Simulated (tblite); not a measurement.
C₄H₄ClNSi.
SMILES with atom numbers: `[N:1]#[C:2][C:3]1=[CH:4][SiH2:5][C@@H:6]1[Cl:7]` (hydrogens: H8 on C4; H9, H10 on Si5; H11 on C6)

Computed values, GFN2-xTB/tblite, gas phase, harmonic and unscaled. Errors from tens to a few hundred cm⁻¹ against measured bands are possible. Modes of hydrogen on silicon can be 10 to 20 % off.

Harmonic wavenumbers (cm⁻¹): 83.9, 112.6, 163.5, 204.0, 329.8, 426.9, 443.9, 472.0, 527.5, 588.1, 604.0, 648.6, 739.2, 744.0, 771.4, 810.7, 906.4, 1071.1, 1103.6, 1171.3, 1223.3, 1584.5, 2301.3, 2343.0, 2354.7, 2958.9, 3094.2.

A = 2313, B = 1607, C = 1002 MHz; mass 128.980 u (most abundant isotopes); point group C1, symmetry number 1.

Zero-point energy?

Half the sum of the wavenumbers: 13891 cm⁻¹ = 39.72 kcal/mol.

Give the ideal-gas entropy at 273.15 K and 1 bar in the rigid-rotor, harmonic-oscillator model (classical rotation).

Translation 40.07, rotation 28.59, vibration 16.65: S = 85.3 cal/(mol K).

And Cp and H(273.15 K) − H(0)?

Cp = 28.16 cal/(mol K), of which vibrations give 20.21 (their classical limit is 27 R = 53.7); H(273.15 K) − H(0) = 4.78 kcal/mol without the zero-point energy, 2.61 from vibrations.

Blend soft modes into free rotors: weight 1/[1 + (100 cm⁻¹/ν̃)⁴] for the oscillator and the rest for a rotor with moment μB/(μ + B), μ = h/(8π²ν), B = 10⁻⁴⁴ kg m². What vibrational entropy results?

16.05 cal/(mol K) in place of 16.65, which changes −T·S at 273.15 K by +0.16 kcal/mol.

What must be added to the electronic energy to get the Gibbs energy at 273.15 K and 1 bar?

ZPE + [H(273.15 K) − H(0)] − T·S = 39.72 + 4.78 − 23.30 = 21.20 kcal/mol.

Hindered rotation and anharmonicity are outside this model. The structure is chiral; the term R ln 2 for an equal mix with its mirror image is left out.

The run took 0.29 s wall on Arm Neoverse V2, one thread, no GPU, shared host. This covers the Hessian and the dipole derivatives.
